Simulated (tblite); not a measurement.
C8H4F3NS.
SMILES with atom numbers: `[F:1][C:2]([F:3])([F:4])[c:5]1[cH:6][n:7][cH:8][c:9]2[s:10][cH:11][cH:12][c:13]12` (hydrogens: H14 on C6; H15 on C8; H16 on C11; H17 on C12)

Computed with GFN2-xTB (tblite), gas phase: L-BFGS steps from a force-field or distance-geometry start until the largest atomic force falls under 0.01 eV/Å.

Step 5: E = -1075.9452 eV
```
atom  x, y, z in Å  |  force x, y, z in eV/Å
F1     -1.1350   -2.4208    0.9721    0.126   0.051   0.076
C2     -1.4765   -1.6828   -0.0995    0.009  -0.051  -0.028
F3     -1.0409   -2.3738   -1.1695    0.137   0.057  -0.050
F4     -2.8135   -1.7290   -0.1609   -0.015   0.118   0.012
C5     -0.9332   -0.2812   -0.0458    0.007   0.005   0.008
C6     -1.7977    0.8010   -0.0601   -0.038  -0.014  -0.010
N7     -1.4111    2.0701   -0.0177    0.066  -0.021   0.003
C8     -0.1275    2.3453    0.0434   -0.026  -0.030   0.013
C9      0.8323    1.3423    0.0666   -0.008   0.038  -0.027
S10     2.5568    1.5239    0.1397   -0.068  -0.037   0.007
C11     2.7479   -0.1897    0.1125    0.005  -0.012   0.009
C12     1.5847   -0.8782    0.0496   -0.037  -0.039  -0.008
C13     0.4493   -0.0198    0.0194   -0.003  -0.021   0.007
H14    -2.8654    0.6536   -0.1105   -0.066  -0.035   0.000
H15     0.1441    3.3896    0.0772    0.012   0.041  -0.002
H16     3.7444   -0.5874    0.1495   -0.043  -0.030  -0.010
H17     1.5343   -1.9510    0.0240   -0.057  -0.020   0.000
```

Step 6: E = -1075.9472 eV
```
atom  x, y, z in Å  |  force x, y, z in eV/Å
F1     -1.1311   -2.4188    0.9747    0.094   0.073  -0.004
C2     -1.4741   -1.6820   -0.1002    0.019  -0.042   0.020
F3     -1.0363   -2.3709   -1.1708    0.104   0.048  -0.012
F4     -2.8117   -1.7246   -0.1602    0.022   0.076   0.005
C5     -0.9317   -0.2801   -0.0461   -0.041  -0.026   0.005
C6     -1.7977    0.8003   -0.0602   -0.038   0.005  -0.008
N7     -1.4104    2.0695   -0.0174   -0.016  -0.057  -0.002
C8     -0.1281    2.3420    0.0435    0.025   0.097   0.013
C9      0.8332    1.3423    0.0662   -0.045  -0.039  -0.026
S10     2.5546    1.5233    0.1399   -0.007  -0.002   0.010
C11     2.7448   -0.1888    0.1132    0.024  -0.065   0.001
C12     1.5830   -0.8795    0.0496   -0.025  -0.060  -0.007
C13     0.4499   -0.0203    0.0190   -0.015   0.019   0.010
H14    -2.8656    0.6535   -0.1106   -0.060  -0.039   0.000
H15     0.1428    3.3872    0.0770    0.015   0.030   0.000
H16     3.7400   -0.5881    0.1487   -0.009  -0.032  -0.005
H17     1.5313   -1.9530    0.0239   -0.046   0.015   0.001
```

Step 7: E = -1075.9489 eV
```
atom  x, y, z in Å  |  force x, y, z in eV/Å
F1     -1.1259   -2.4158    0.9769    0.057   0.068  -0.061
C2     -1.4718   -1.6821   -0.1006    0.033   0.004   0.042
F3     -1.0305   -2.3676   -1.1722    0.060   0.034   0.028
F4     -2.8100   -1.7197   -0.1596    0.058   0.014  -0.002
C5     -0.9315   -0.2798   -0.0462   -0.028  -0.030   0.003
C6     -1.7983    0.7998   -0.0605   -0.063  -0.021  -0.007
N7     -1.4101    2.0679   -0.0173   -0.031  -0.009   0.000
C8     -0.1281    2.3411    0.0439    0.017   0.095   0.005
C9      0.8332    1.3418    0.0653   -0.067  -0.038  -0.017
S10     2.5525    1.5224    0.1401    0.041   0.006   0.011
C11     2.7422   -0.1894    0.1138    0.060  -0.071  -0.003
C12     1.5816   -0.8807    0.0494   -0.041  -0.086  -0.005
C13     0.4501   -0.0205    0.0189   -0.065   0.024   0.004
H14    -2.8672    0.6526   -0.1106   -0.023  -0.032   0.000
H15     0.1422    3.3863    0.0768    0.017   0.037   0.002
H16     3.7367   -0.5894    0.1480    0.011  -0.033  -0.001
H17     1.5279   -1.9548    0.0239   -0.037   0.038   0.001
```

Problem. Estimate the geometry and energy of step 8. (The exact step hangs on the optimiser's Hessian estimate; all steps are aligned on step 7, rigid shifts and turns removed.)

Solution. E = -1075.9505 eV, largest force 0.091 eV/Å
```
atom  x, y, z in Å  |  force x, y, z in eV/Å
F1     -1.1198   -2.4119    0.9781    0.028   0.039  -0.077
C2     -1.4690   -1.6819   -0.1004    0.044   0.051   0.035
F3     -1.0237   -2.3640   -1.1731    0.018   0.015   0.055
F4     -2.8075   -1.7147   -0.1590    0.075  -0.051  -0.007
C5     -0.9317   -0.2798   -0.0462   -0.043  -0.003   0.000
C6     -1.8000    0.7987   -0.0609   -0.031   0.005  -0.001
N7     -1.4100    2.0666   -0.0171   -0.066   0.002  -0.001
C8     -0.1283    2.3412    0.0443    0.002   0.071  -0.006
C9      0.8321    1.3413    0.0641   -0.045  -0.031  -0.003
S10     2.5512    1.5213    0.1406    0.053  -0.014   0.007
C11     2.7405   -0.1913    0.1143    0.026  -0.066  -0.009
C12     1.5796   -0.8828    0.0492   -0.035  -0.025   0.000
C13     0.4489   -0.0208    0.0189   -0.038   0.022  -0.001
H14    -2.8693    0.6510   -0.1106   -0.004  -0.022   0.000
H15     0.1420    3.3865    0.0767    0.012   0.029   0.004
H16     3.7341   -0.5915    0.1473    0.035  -0.040   0.003
H17     1.5240   -1.9561    0.0238   -0.032   0.019   0.000
```

The energy changes by -0.0015 eV. The first-order estimate −F·Δx gives -0.0022 eV and the mean of the old and new forces, exact on a quadratic surface, -0.0015 eV. The step makes an angle of 58° with the force vector and moves no atom by more than 0.008 Å.

The cost below is that of the whole relaxation. The run took 0.2 s of wall time on Arm Neoverse V2, one thread, no GPU, on a shared host.
